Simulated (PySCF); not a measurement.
How methods differ on the ionisation energy of Ta

Ta [Xe] 4f14 5d3 6s2 (4F) → Ta⁺ [Xe] 4f14 5d3 6s1 (5F), as a difference of total energies. Computed with PySCF 2.14 in def2-SVP with the def2 core potential (60 electrons) (6s3p2d1f, 32 functions), with scalar relativity through the core potential. Correlated levels: valence: 5s2 5p6 frozen. The calculations carry no spin-orbit coupling.

```json
{"method": "UHF", "ionisation energy (eV)": "5.730"}
{"method": "LDA", "ionisation energy (eV)": "7.626"}
{"method": "MN15", "ionisation energy (eV)": "7.704"}
{"method": "MP2 (valence)", "ionisation energy (eV)": "6.585"}
{"method": "SCS-MP2 (valence)", "ionisation energy (eV)": "6.745"}
```

Errors of the correlated levels include the incompleteness of this basis and the frozen core.

MP2 underrates the near-degeneracy of ns² with np² in the lower species.

Which method comes closest to the reference value, and which is furthest?

The reference is 7.573 eV (measured; NIST levels, between the centres of gravity of the two terms). Closest: LDA (error 0.053 eV); furthest: UHF (error -1.843 eV).
